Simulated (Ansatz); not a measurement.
Consider the hydrogenolysis of the Si–S bond: `C[SiH](F)[SiH2]S` + H₂ → `C[SiH](F)[SiH3]` + H₂S.

Gas-phase electronic energies from Ansatz, PBE0-D4/def2-TZVP geometries. CCSD(T)/CBS adds triple-zeta CCSD(T) − MP2 to the extrapolated MP2 energy (def2 sets, frozen cores). This one scheme is used for every species. DFT in def2-TZVPP. One conformer a species, not always the lowest.

Task: Is it downhill or uphill in electronic energy at CCSD(T)/CBS, and by how much? (An estimate is asked.)

Result: Ansatz gave: Uphill: ΔE = +0.36 eV.

Task: What do these levels give: PBE-D4, r2SCAN-D4, PBE0-D4, ωB97X-V, PBE, r2SCAN, MP2/def2-TZVPP, MP2/def2-QZVPP, SCS-MP2/def2-QZVPP, HF/CBS(def2), MP2/CBS(def2), CCSD/CBS(def2)? (An estimate is asked.)

Result: The calculation gave: PBE-D4 0.41, r2SCAN-D4 0.40, PBE0-D4 0.38, ωB97X-V 0.32, PBE 0.33, r2SCAN 0.38, MP2/def2-TZVPP 0.41, MP2/def2-QZVPP 0.44, SCS-MP2/def2-QZVPP 0.36, HF/CBS(def2) 0.11, MP2/CBS(def2) 0.47, CCSD/CBS(def2) 0.31 eV.

Largest T1 diagnostic among the species: 0.012.

The D4 term adds +0.12 eV with B3LYP and +0.07 eV with PBE0; it sums over pairs of atoms, weighted by their polarisabilities, and B3LYP, whose exchange is more repulsive, gets the larger term. In def2-TZVPP, CCSD(T) changes the Hartree–Fock value by +0.19 eV (the triples alone add +0.05 eV) and MP2 by +0.29 eV.

B3LYP here is the variant with VWN-RPA as its local correlation; programs differ in this.
